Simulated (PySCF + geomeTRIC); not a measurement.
Species: [Zn(F)2] (charge 0, multiplicity 1).

Question: Give a relaxed geometry from BP86-D3(BJ)/def2-SVP in PySCF + geomeTRIC.

Answer: the end point of this relaxation.
Cartesian coordinates (Å) in one orientation:
```xyz
3

Zn     0.000     0.000     0.000
F     -1.627     0.572     0.208
F      1.627    -0.572    -0.208
```
